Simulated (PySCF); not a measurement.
# NMR problem set

- σ from GIAO-PBE0/pcSseg-1
- GFN2-xTB geometry
- run in PySCF 2.14
- rapidly exchanging positions averaged, in vacuum, one conformer, relativity neglected

δ = σ(ref) − σ, references computed at the same level: ¹H (σref 31.72), ¹³C (σref 186.93) against TMS. Splittings of carbon signals by F and P are missing where no couplings were computed. Where no couplings were computed, multiplicities follow the n + 1 count of equivalent neighbours, and m marks all less simple cases (inequivalent or close neighbours, rings, F or P nearby). Shifts are as computed. Against solution values, carbons near 30 ppm lie about +3 ppm off and those near 130 ppm about +5 ppm. Of 1211 compounds with measured shifts, 218 miss one by over three times the rms of a fit or turn the order of signals round; such compounds aren't used in these exercises.

**Question.** C7H6NP. ¹H NMR (300 MHz, computed): δ 9.49 (m, 1H), 8.84 (d, 1H), 8.00 (m, 1H), 7.40 (m, 1H), 6.43 (m, 2H). ¹³C{¹H} NMR (computed): δ 267.4 (C), 157.8 (CH), 155.5 (CH), 146.7 (CH), 134.6 (C), 128.4 (CH), 106.3 (CH2). Identify the compound.

**Answer.** SMILES C=C=Pc1cccnc1. 7 carbon signals for 7 carbons: no two carbons are equivalent. Carbon types of the structure: 2 × C, 4 × CH, 1 × CH2, which accounts for all hydrogens. δC 267.4: cumulene carbon. δC 157.8, 155.5: aromatic CH next to a ring nitrogen; the adjacent pyridine-type nitrogen withdraws density from it. δC 106.3: terminal =CH2 carbon; the olefinic region. δH 9.49, 8.84: hydrogen on an aromatic CH next to a ring nitrogen; ring current plus the neighbouring ring nitrogen.

The data come from this structure; uniqueness wasn't tested.

**Question.** C4H9FSi. ¹H NMR (300 MHz, computed): δ 5.33 (m, 1H), 4.94 (m, 1H), 1.96 (m, 2H), 1.87 (m, 2H), 0.34 (d, 3H). ¹³C{¹H} NMR (computed): δ 90.3 (CH), 25.5 (CH2), -2.8 (CH3). Give a structure.

**Answer.** `InChI=1S/C4H9FSi/c1-6-2-4(5)3-6/h4,6H,2-3H2,1H3/t4-,6-`. The formula gives 1 degree of unsaturation (1 ring in the answer). 3 carbon signals for 4 carbons: some carbons are equivalent by symmetry or fast rotation. Carbon types of the structure: 1 × CH, 2 × CH2, 1 × CH3, leaving 1 H on heteroatoms. δC 90.3: sp3 CH bonded to F; deshielded by the electronegative neighbour. δC -2.8: methyl carbon bonded to Si; an electropositive neighbour leaves it electron-rich and shielded. δH 5.33: hydrogen on an sp3 CH bonded to F; its carbon carries F, an electronegative neighbour. δH 0.34: hydrogen on a methyl carbon bonded to Si; an electropositive neighbour shields it, as in TMS itself.

The data come from this structure; uniqueness wasn't tested.
